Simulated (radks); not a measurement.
Spherical jellium clusters: N electrons in a uniform positive sphere of charge N and radius rs N^(1/3), rs = 4.27 bohr. Calculated with a radial shooting solver with Libxc functionals: non-relativistic Kohn-Sham, PBE, spin-polarised, spherical densities. Levels are named by radial order and angular momentum (1s, 1p, 1d, 2s, ...), and open shells are averaged over m.

N = 10, configuration 1s2 1p6 1d(up 2, down 0). This is the lowest configuration that the search found. Occupied levels:

level,occupation,eigenvalue (eV),<r> (bohr)
1s up,1,-4.4075,6.223
1s down,1,-4.3175,5.733
1p up,3,-3.4986,7.277
1p down,3,-3.2461,7.018
1d up,2,-2.3231,8.199

Energy (eV): total -17.8305, kinetic 15.762, external -348.74, Hartree 171.81, exchange-correlation -34.139, background 177.48.
